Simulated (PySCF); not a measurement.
BH3N, SMILES [BH]N, multiplicity 2. Coordinates come from a r2SCAN-D4/def2-TZVP optimisation. The isomer is the one that the SMILES or the coordinates give; other isomers of the formula were not compared.

Computed equilibrium geometry at r2SCAN-D4/def2-TZVP (PySCF confirms it by a frequency run) as a Z-matrix, and its point group:
point group Cs.
```
N
H 1 1.0080
H 1 1.0128 2 112.80
B 1 1.3769 2 123.36 3 180.00
H 4 1.1950 1 124.83 2 180.00
```
Charge 0, spin multiplicity 2.
